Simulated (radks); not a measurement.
Excited configurations of Ta+: one electron is placed in a higher orbital outside [Xe] 4f14 5d3. The ground configuration is [Xe] 4f14 5d3 6s1. Calculated with a radial shooting solver on a logarithmic mesh with Libxc functionals: scalar-relativistic Kohn-Sham, PBE, spin-polarised, spherical densities, finite nucleus; open shells are filled with parallel spins first (spin-orbit coupling, left out, can overturn this in heavy ions); Fermi nuclear charge, rms radius 5.3507 fm. Excitation = E - E(ground); binding = E(ion) - E, where the ion is the core of charge +2; n* = 2/sqrt(2 binding) in atomic units, and the quantum defect is n - n*.

outer orbital  excitation (eV)  binding (eV)  quantum defect  <r> (bohr)
5f                      11.976         3.712           1.171       8.188
6d                      10.302         5.386           2.821       6.545
6f                      13.124         2.563           1.392       13.84
7s                       9.164         6.523           4.112       6.639
7p                      10.610         5.077           3.726       8.115
7d                      12.388         3.299           2.938       11.80
7f                      13.855         1.832           1.550       20.87

The Delta-SCF ionisation energy is 15.687 eV (NIST Atomic Spectra Database: 16.2 eV, semi-empirical). Self-interaction in the functional shifts the binding energies and quantum defects, so they are the method's values and not measured ones. Open shells are spherical and high-spin; term and fine-structure splittings are not resolved. Spin-orbit splitting is averaged out at the scalar-relativistic level.
